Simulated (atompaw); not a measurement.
How hard is this K (Z = 19) PAW (atompaw) potential?

potassium, PAW, made with atompaw 4.2.0.5 (LDA (PW92), scalar-relativistic). Core [Ne], reference 3s2 3p6 3d0 4s0 4p0 (charge +1). Waves: 3s (bound): rc 1.90 bohr; 4s (bound, empty): rc 3.00 bohr; 3p (bound): rc 2.10 bohr; 4p (bound, empty): rc 2.15 bohr; 3d (bound, empty): rc 3.00 bohr; 3d channel at 2.35 Ry: rc 3.00 bohr. Local part: bessel scheme, radius 2.75 bohr. Core correction: smooth core density matched at 2.55 bohr. Augmentation charge: besselshape compensation charge, radius 2.35 bohr; PAW radius 3.00 bohr; waves and projectors: custom rrkj gramschmidtortho.

The pseudo-atom Hamiltonian at the reference potential is diagonalised in spherical Bessel functions j_l(qr) that vanish at 20 bohr, with q² up to the cutoff. All-electron valence levels (Ry): 3s -3.0399, 4s -0.4501, 3p -1.8354, 4p -0.2676, 3d -0.2860.

Question: How do the lowest levels (Ry) of each channel move with the cutoff, and are there ghosts?

Answer:

| cutoff (Ry) | s #1 | s #2 | p #1 | p #2 | d #1 | d #2 | f #1 | f #2 | Σ f·Δε (mRy) |
| --- | --- | --- | --- | --- | --- | --- | --- | --- | --- |
| 8 | -2.9916 | -0.4500 | -1.7657 | -0.2431 | -0.2808 | -0.0948 | -0.0425 | 0.0668 | 515.0 |
| 12 | -3.0364 | -0.4501 | -1.8232 | -0.2525 | -0.2859 | -0.0949 | -0.0425 | 0.0668 | 80.5 |
| 18 | -3.0397 | -0.4501 | -1.8349 | -0.2621 | -0.2860 | -0.0949 | -0.0425 | 0.0668 | 3.6 |
| 21 | -3.0397 | -0.4501 | -1.8351 | -0.2652 | -0.2860 | -0.0949 | -0.0425 | 0.0668 | 2.4 |
| 30 | -3.0398 | -0.4501 | -1.8354 | -0.2675 | -0.2860 | -0.0949 | -0.0425 | 0.0668 | 0.6 |
| 40 | -3.0399 | -0.4501 | -1.8354 | -0.2675 | -0.2860 | -0.0949 | -0.0425 | 0.0668 | 0.2 |
| 400 | -3.0399 | -0.4501 | -1.8354 | -0.2676 | -0.2860 | -0.0949 | -0.0425 | 0.0668 | 0.0 |

Result: no extra level below or beside the all-electron valence levels (s, p, d, f tested); 10 mRy is reached at 18 Ry and 1 mRy at 30 Ry.
